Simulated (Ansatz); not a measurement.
`BCBF` + `[SiH3]N[SiH3]` → `BN([SiH3])[SiH3]` + `CBF`  (ligand exchange at a B–C bond)

Calculated with Ansatz (gas phase, PBE0-D4/def2-TZVP geometries, no zero-point term in ΔE). CCSD(T)/CBS is the MP2 limit (def2-TZVPP, def2-QZVPP) plus CCSD(T) − MP2 in def2-TZVPP, frozen cores. This one scheme is used for every species. DFT in def2-TZVPP. One conformer a species, not always the lowest.

Problem. Is it downhill or uphill in electronic energy at CCSD(T)/CBS, and by how much? (An estimate is asked.)

Solution. The calculation gave: Downhill: ΔE = -112.3 kJ/mol.

Problem. What do these levels give: r2SCANh-D4, ωB97X-V, CAM-B3LYP, HF/def2-SVP, CCSD(T)/def2-SVP, HF/def2-QZVPP? (An estimate is asked.)

Solution. Ansatz gave: r2SCANh-D4 -109.8, ωB97X-V -109.4, CAM-B3LYP -110.7, HF/def2-SVP -112.9, CCSD(T)/def2-SVP -124.2, HF/def2-QZVPP -107.3 kJ/mol.

Largest T1 diagnostic among the species: 0.013.

The D4 term adds −4.9 kJ/mol with B3LYP and −2.7 kJ/mol with PBE0; it sums over pairs of atoms, weighted by their polarisabilities, and B3LYP, whose exchange is more repulsive, gets the larger term. At CCSD(T), def2-SVP lies −11.9 kJ/mol from the extrapolated value and def2-TZVPP −1.7 kJ/mol. Leaving LDA and LC-ωPBE aside and taking each functional with its dispersion term where it has one, the values, not all of them listed here, spread over 8.1 kJ/mol, from BLYP-D4 to B97M-V. LDA lies −6.4 kJ/mol from PBE without D4.

B3LYP here is the variant with VWN-RPA as its local correlation; programs differ in this.
